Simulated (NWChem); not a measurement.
System: CH5S cation; SMILES C[SH2+]

NWChem input:

```
start job
memory heap 200 mb stack 900 mb global 1100 mb
charge 1
geometry units angstroms noautosym nocenter noautoz
  C     -0.009797     1.213151     0.000000
  S     -0.071946    -0.600270     0.000000
  H     -0.554753     1.535125     0.898261
  H     -0.554753     1.535125    -0.898261
  H      1.024954     1.576096     0.000000
  H      0.807788    -0.884232     0.998691
  H      0.807788    -0.884232    -0.998691
end
basis spherical
  * library 6-31g*
end
dft
  xc m05-2x
  iterations 150
end
cosmo
  do_cosmo_smd true
  solvent acetone
end
task dft energy
```

Coordinates come from a PBE0/def2-SVP optimisation. Solvent: acetone.

Level: M05-2X/6-31G* with SMD (1 M gas to 1 M solution), gas-phase geometry. Reactions with the solvent are ignored.

**Question.** Give the results of this calculation. (M05-2X/6-31G* (spherical d), SMD on the gas-phase geometry.) Quantities: solvation free energy (kcal/mol); cavity-dispersion-structure term (kcal/mol).

**Answer.** 
```json
{
  "solvation free energy (kcal/mol)": "-63.3",
  "cavity-dispersion-structure term (kcal/mol)": "-0.2"
}
```
